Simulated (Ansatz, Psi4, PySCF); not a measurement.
C₄H₄N (SMILES [c]1cc[nH]c1), doublet (typed; the unrestricted solution is spin-contaminated), at a GFN2-xTB geometry. Base run: MP2/6-311G** (PySCF).

Here is a job for PySCF.
```python
from pyscf import gto, scf, mp

mol = gto.M(
    atom='''
H    -0.02216819    0.02578181    2.07218703
N    -0.01100368    0.03722541    1.06501021
C     0.01577759    1.15962534    0.28207507
C    -0.02026850   -1.06664492    0.26860244
C     0.02280243    0.72853871   -1.00533804
C     0.00054728   -0.66735377   -1.04553609
H     0.02721740    2.14433730    0.70122733
H    -0.04086179   -2.05616890    0.68202308
H    -0.00031443   -1.29952021   -1.90932923
''',
    basis='6-311g**',
    spin=1,
    verbose=4,
)

mf = scf.UHF(mol)
mf.kernel()

pt = mp.MP2(mf)
pt.kernel()
print('E(MP2) = %.10f' % pt.e_tot)
```

The same geometry, method and basis name were run in Ansatz (a first-principles code) and Psi4 and PySCF, at each program's defaults and at the settings that a row names. The base is PySCF at its defaults. Differences at the defaults can come from grids, fitting, cores and function types together.

```csv
code and settings,ΔE vs base (mEh),basis functions,E (Eh),SCF cycles
"PySCF, defaults (exact integrals, spherical functions, all electrons correlated)",0.000,114,-208.98143,20
"Psi4, defaults (density fitting with its default set, spherical functions, all electrons correlated)",0.178,114,-208.98125,21
"Ansatz, defaults (factorised integrals, spherical functions, frozen core)",94.367,114,-208.88706,-
"PySCF, frozen core",94.364,114,-208.88706,20
"Psi4, exact integrals, spherical functions, frozen core",94.364,114,-208.88706,21
"Ansatz, high accuracy, frozen core",94.364,114,-208.88706,-
```

Open shells are given as the SCF converged; they aren't shown to be the lowest states, and a large step between rows can be another state.
